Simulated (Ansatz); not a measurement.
Relaxation of CH$_{7}$BOSi (11 atoms, charge 0, multiplicity 1), to a largest force component of 0.015 eV/Å in at most 40 steps.

Level of theory: Ansatz 0.2.0, RKS B3LYP-D4/def2-SVP.

```xyz
11
Properties=species:S:1:pos:R:3
B -0.879 1.801 -0.076
Si -0.526 0.105 0.669
C 0.659 -0.783 -0.446
O 1.053 -2.027 0.116
H -1.402 1.915 -1.183
H -0.690 2.843 0.523
H 0.093 0.284 2.011
H -1.720 -0.663 0.769
H 0.243 -0.888 -1.398
H 1.622 -0.177 -0.485
H 1.613 -2.468 -0.479
```

Q: Where does it end, and by what steps?

A: It converged. The force dipped under the threshold on the way, but the program's further checks kept it going. After 25 steps the energy has fallen by 0.493 eV; H6 moved furthest, 0.94 Å.

| step | energy less start (eV) | largest force component (eV/Å) | accepted |
| --- | --- | --- | --- |
| 0 | 0.0000 | 3.047 | yes |
| 1 | -0.3944 | 0.974 | yes |
| 2 | -0.4518 | 0.398 | yes |
| 3 | -0.4621 | 0.400 | yes |
| 4 | -0.4637 | 0.514 | yes |
| 5 | -0.4804 | 0.090 | yes |
| 6 | -0.4749 | 0.412 | no |
| 7 | -0.4840 | 0.081 | yes |
| 8 | -0.4856 | 0.151 | yes |
| 9 | -0.4778 | 0.416 | no |
| 10 | -0.4895 | 0.020 | yes |
| 11 | -0.4910 | 0.027 | yes |
| 12 | -0.4910 | 0.170 | no |
| 13 | -0.4910 | 0.063 | no |
| 14 | -0.4915 | 0.008 | yes |
| 15 | -0.4921 | 0.031 | yes |
| 16 | -0.4915 | 0.136 | no |
| 17 | -0.4925 | 0.042 | yes |
| 18 | -0.4927 | 0.051 | yes |
| 19 | -0.4928 | 0.060 | yes |
| 20 | -0.4930 | 0.052 | yes |
| 21 | -0.4932 | 0.016 | yes |
| 22 | -0.4933 | 0.012 | yes |
| 23 | -0.4933 | 0.028 | yes |
| 24 | -0.4933 | 0.023 | yes |
| 25 | -0.4933 | 0.001 | yes |

```xyz
11
Properties=species:S:1:pos:R:3
B -0.946 1.936 -0.083
Si -0.411 0.149 0.689
C 0.691 -0.872 -0.481
O 1.006 -2.104 0.145
H -0.631 2.299 -1.191
H -1.618 2.698 0.570
H 0.313 0.365 1.983
H -1.653 -0.630 0.997
H 0.149 -1.008 -1.441
H 1.596 -0.273 -0.721
H 1.569 -2.617 -0.447
```

Whether the end is a true minimum wasn't checked by a vibrational analysis.

The run took 54 s on 2 threads of Arm Neoverse V1, with other jobs on the host, peak memory 0.17 GiB.
